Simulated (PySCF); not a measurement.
**How methods differ on the excitation energy of Ru**

Ru [Kr] 4d7 5s1 (5F) → Ru [Kr] 4d7 5p1 (high-spin determinant), as a difference of total energies. All numbers are calculated (PySCF 2.14, scalar relativity by spin-free X2C-1e, in aug-cc-pVTZ-DK). Correlated levels: valence: [Kr] frozen. The calculations carry no spin-orbit coupling.

| method | excitation energy (eV) |
| --- | --- |
| UHF | 2.966 |
| MP2 (valence) | 3.445 |
| SCS-MP2 (valence) | 3.313 |
| CCSD (valence) | 3.344 |
| CCSD(T) (valence) | 3.355 |

**Question.** How much does correlation contribute at CCSD(T) (valence)?

**Answer.** 3.355 − (2.966) = 0.389 eV, measured against UHF.

A first-order spin-orbit estimate (lowest level to lowest level, LS coupling) adds 0.022 eV.

The determinant of the upper state mixes LS terms, which raises its energy above the lowest term, most at the Hartree-Fock and MP2 levels.
